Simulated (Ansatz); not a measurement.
Ideal-gas functions of CF$_{3}$NOZr, SMILES `O=C=[N][Zr]([F])([F])[F]` at 298.15 K and 1 bar, from an Ansatz frequency run at PBE0-D4/def2-TZVP.

Molar mass 190.23 g/mol, point group C3v (symmetry number 3), electronic degeneracy 1, moments of inertia 180.91, 551.196, 551.21 u Å². Harmonic wavenumbers (cm⁻¹, unscaled): 49, 49, 165, 165, 168, 178, 178, 432, 656, 656, 674, 685, 685, 1472, 2360.

Use S(trans) = R[1.5 ln M + 2.5 ln T − 1.1517]; rotational temperatures θ = 24.2544 K / I; S(rot) = R[ln(√π/σ · √(T³/θAθBθC)) + 1.5]; for each mode x = 1.438777 ν̃/T, S = R[x/(eˣ − 1) − ln(1 − e⁻ˣ)] and H = RT x/(eˣ − 1); 1 cm⁻¹ = 0.0119627 kJ/mol; R = 8.31446 J/(mol·K).

Question: By hand: the entropy, in J/(mol·K).

Answer: Translation 174.3. Rotation: θ = 0.1341, 0.044, 0.044 K, giving 113.5. Vibration, mode by mode: 20.32, 20.32, 10.43, 10.43, 10.28, 9.83, 9.83, 3.57, 1.52, 1.52, 1.42, 1.36, 1.36, 0.06, 0.00, in all 102.2. Electronic 0.0. Sum 390.0 J/(mol·K).

Question: By hand: H − E and G − E in kJ/mol, counted from the electronic energy.

Answer: Zero-point energy ½ × 8572 × 0.0119627 = 51.3; thermal vibration 14.8; translation, rotation and pV give 4 RT = 9.9. H − E = 76.0 kJ/mol, and G − E = 76.0 − 298.15 × 390.0/1000 = -40.3 kJ/mol.

Vibration gives 26 % of the entropy, 40.6 J/(mol·K) of it from the modes under 150 cm⁻¹: soft modes count most, and the harmonic formula is weakest for them. The sum counts one conformer and one mirror image; others add a mixing term.
